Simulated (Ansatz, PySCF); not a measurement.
C4H11Ge (SMILES CC(C)[CH][GeH3]), doublet, at a GFN2-xTB geometry. Base run: HF/STO-3G in PySCF.

Geometry (Å):
```xyz
16

C     -1.9770    -0.9803    -1.1615
C     -1.4232    -0.4206     0.1604
C     -2.5599     0.2173     0.9650
C     -0.3501     0.5630    -0.1192
Ge     1.5082     0.1736     0.0440
H     -2.7519    -1.7166    -0.9597
H     -2.4024    -0.1788    -1.7612
H     -1.1809    -1.4552    -1.7309
H     -1.0077    -1.2584     0.7332
H     -2.9980     1.0446     0.4103
H     -2.1853     0.5970     1.9129
H     -3.3376    -0.5160     1.1672
H     -0.6754     1.5111    -0.5231
H      2.3230     1.4233     0.0104
H      2.0265    -0.7184    -1.0507
H      1.7871    -0.5634     1.3171
```
Charge 0, spin multiplicity 2.
Orbitals are unrestricted.
All else is at PySCF's defaults.

The same geometry, method and basis name were run in Ansatz (a first-principles code) and PySCF, at each program's defaults and at the settings that a row names. The base is PySCF at its defaults. Differences at the defaults can come from grids, fitting, cores and function types together.

```csv
code and settings,ΔE vs base (mEh),basis functions,E (Eh),SCF cycles,dipole (D)
"PySCF, defaults (exact integrals, spherical functions)",0.000,49,-2207.77220,11,0.21
"Ansatz, defaults (factorised integrals, spherical functions)",0.033,49,-2207.77217,-,-
"PySCF, density fitting with def2-universal-jkfit",-1.029,49,-2207.77323,11,0.21
"Ansatz, high accuracy",0.000,49,-2207.77220,-,-
```

Open shells are given as the SCF converged; they aren't shown to be the lowest states, and a large step between rows can be another state.
